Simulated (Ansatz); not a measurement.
```xyz
8

Mg   -0.9750   -0.9750   -0.9750
O    -0.9750   -0.9750    0.9750
O    -0.9750    0.9750   -0.9750
Mg   -0.9750    0.9750    0.9750
O     0.9750   -0.9750   -0.9750
Mg    0.9750   -0.9750    0.9750
Mg    0.9750    0.9750   -0.9750
O     0.9750    0.9750    0.9750
```

Basis set: 6-31G* (spherical functions). Correlated methods keep 8 orbitals frozen. Charge 0, multiplicity 1.

Computed with Ansatz (development build ahead of 0.2.0); each method stands on the lowest determinant of its kind that the runs found. Restricted open shells among the atoms or ions are ROHF, correlated in semicanonical orbitals with singles.

The atomization energy at this shape (free ground-state atoms in the same class of orbitals less the molecule, no zero-point energy) of singlet Mg4O4:

| method | atomization energy |
| --- | --- |
| RHF-MP2 | 2719.3 kJ/mol |

What does RHF give?

1637.9 kJ/mol. Caution: the shape is not the minimum.
